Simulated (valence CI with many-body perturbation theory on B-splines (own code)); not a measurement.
Values are calculated unless marked as measured or tabulated.
**Energy levels of Hf⁴⁹⁺**

Level of theory: relativistic CI+MBPT: five valence electrons over a frozen Dirac-Fock core [Ar], radial functions for each j: 7 s, 7 p, 8 d, 6 f, 4 g, 1 h, with the one-electron correlation potential Σ1 (screened to all orders), the two-electron term Σ2, the three-electron term Σ3, Breit, model QED; selected single and double excitations, second order for the rest (own B-spline code, finite nucleus).

The last digits are not significant, and no measured levels were compared; by estimate large intervals hold to a few tenths of a per cent, small ones and those within an open d or f shell to about a per cent. Among the levels kept, up to 250 cm⁻¹ of a level comes from second order outside the variational space, and about a tenth of that is noise between levels of different J, which matters for small intervals. The list stops below the first excitations out of the core. Only levels of the ground parity were solved; by the run's estimate the other parity begins above the list, which can be wrong where configurations are misplaced.

Levels 1 to 36 of 36, with energies above the lowest level, (3d3/2^4 3d5/2) J=5/2. "Leading %" is the weight of the configuration and term that name the level; weights of strongly mixed levels are sums over their largest components and can fall short. In the jj column 3d3/2^4 stands for four electrons in 3d with j = 3/2.

```csv
No.,Configuration,Term,J,E (cm⁻¹),Leading %,Second component,Leading jj
1,3d⁵,⁴P,5/2,0,26,25 % 3d⁵ ²D,3d3/2^4 3d5/2 (96 %)
2,3d⁵,⁶S,5/2,404280,36,22 % 3d⁵ ²F,3d3/2^3 3d5/2^2 (93 %)
3,3d⁵,⁴G,7/2,496230,33,25 % 3d⁵ ²F,3d3/2^3 3d5/2^2 (99 %)
4,3d⁵,²H,11/2,506810,44,33 % 3d⁵ ⁴G,3d3/2^3 3d5/2^2 (99 %)
5,3d⁵,⁴D,3/2,509980,38,29 % 3d⁵ ⁴P,3d3/2^3 3d5/2^2 (99 %)
6,3d⁵,²G,9/2,549070,31,28 % 3d⁵ ⁴G,3d3/2^3 3d5/2^2 (97 %)
7,3d⁵,²D,5/2,577010,32,28 % 3d⁵ ⁴D,3d3/2^3 3d5/2^2 (95 %)
8,3d⁵,⁴P,1/2,602830,43,30 % 3d⁵ ²S,3d3/2^3 3d5/2^2 (92 %)
9,3d⁵,²F,7/2,613010,39,33 % 3d⁵ ²G,3d3/2^3 3d5/2^2 (98 %)
10,3d⁵,²D,3/2,740780,61,20 % 3d⁵ ⁴F,3d3/2^3 3d5/2^2 (90 %)
11,3d⁵,⁶S,5/2,893110,34,27 % 3d⁵ ²D,3d3/2^2 3d5/2^3 (92 %)
12,3d⁵,⁴D,7/2,959670,52,42 % 3d⁵ ⁴G,3d3/2^2 3d5/2^3 (99 %)
13,3d⁵,²I,11/2,963570,50,49 % 3d⁵ ⁴G,3d3/2^2 3d5/2^3 (99 %)
14,3d⁵,⁴G,9/2,979370,62,36 % 3d⁵ ²G,3d3/2^2 3d5/2^3 (97 %)
15,3d⁵,²I,13/2,1003200,100,,3d3/2^2 3d5/2^3 (100 %)
16,3d⁵,⁴D,1/2,1015300,78,16 % 3d⁵ ²S,3d3/2^2 3d5/2^3 (98 %)
17,3d⁵,⁴P,3/2,1025000,53,35 % 3d⁵ ⁴F,3d3/2^2 3d5/2^3 (98 %)
18,3d⁵,²F,5/2,1034500,42,32 % 3d⁵ ⁴D,3d3/2^2 3d5/2^3 (97 %)
19,3d⁵,²H,9/2,1075700,53,47 % 3d⁵ ⁴F,3d3/2^2 3d5/2^3 (100 %)
20,3d⁵,²G,7/2,1094700,61,35 % 3d⁵ ²F,3d3/2^2 3d5/2^3 (100 %)
21,3d⁵,⁴F,5/2,1111100,64,26 % 3d⁵ ²D,3d3/2^2 3d5/2^3 (98 %)
22,3d⁵,²D,3/2,1116700,85,12 % 3d⁵ ⁴D,3d3/2^2 3d5/2^3 (90 %)
23,3d⁵,²G,7/2,1162000,47,34 % 3d⁵ ²F,3d3/2^2 3d5/2^3 (96 %)
24,3d⁵,⁴P,1/2,1162600,43,38 % 3d⁵ ²P,3d3/2^2 3d5/2^3 (86 %)
25,3d⁵,²G,9/2,1230200,79,11 % 3d⁵ ⁴F,3d3/2^2 3d5/2^3 (97 %)
26,3d⁵,²P,3/2,1351000,74,24 % 3d⁵ ²D,3d3/2^2 3d5/2^3 (97 %)
27,3d⁵,²D,5/2,1375300,76,11 % 3d⁵ ⁴D,3d3/2^2 3d5/2^3 (90 %)
28,3d⁵,⁴P,5/2,1456000,33,29 % 3d⁵ ²F,3d3/2 3d5/2^4 (94 %)
29,3d⁵,²F,7/2,1524100,28,28 % 3d⁵ ⁴F,3d3/2 3d5/2^4 (99 %)
30,3d⁵,²H,11/2,1536400,55,27 % 3d⁵ ²I,3d3/2 3d5/2^4 (99 %)
31,3d⁵,⁴D,3/2,1549400,30,30 % 3d⁵ ²D,3d3/2 3d5/2^4 (98 %)
32,3d⁵,²G,9/2,1594400,55,18 % 3d⁵ ⁴F,3d3/2 3d5/2^4 (97 %)
33,3d⁵,²D,5/2,1630500,62,22 % 3d⁵ ²F,3d3/2 3d5/2^4 (92 %)
34,3d⁵,²G,7/2,1656900,53,34 % 3d⁵ ²F,3d3/2 3d5/2^4 (98 %)
35,3d⁵,²P,1/2,1719100,51,35 % 3d⁵ ²S,3d3/2 3d5/2^4 (91 %)
36,3d⁵,²D,3/2,1842000,74,17 % 3d⁵ ²P,3d3/2 3d5/2^4 (95 %)
```

The ionisation energy to 3d⁴ ³P0 of the next ion comes out as 4372.6 eV (NIST: 4372 ± 4 eV (theoretical)). All 36 levels together are meant to be complete up to 1930300 cm⁻¹.
